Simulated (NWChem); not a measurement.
# AlHSClF; SMILES [F][Al]([SH])[Cl]

```xyz
5

Al     0.3433     0.0304     0.0000
Cl    -0.6617     1.8520     0.0000
F      2.0005     0.0215     0.0000
S     -0.7273    -1.8443     0.0000
H      0.4190    -2.5636     0.0000
```
Atoms are numbered in this order, from 1.

Program: NWChem. Structure relaxed at the PBE0/def2-SVP level. Level B3LYP/def2-SVP: energy and gradient on several grids; changes count from the extra-fine grid, which is no exact limit either.

Q: Which is the coarsest grid (medium; xcoarse; fine; xfine; coarse) from which on the energy stays within 500 μHa and each gradient component within 500 μHa/bohr of xfine?

A: coarse.
| grid | size of the energy change (μHa) | largest change of a gradient component (μHa/bohr) |
|---|---|---|
| xcoarse | 2000 | 2000 |
| coarse | 20 | 200 |
| medium | < 10 | 40 |
| fine | < 10 | < 30 |
| xfine | < 10 | < 30 |
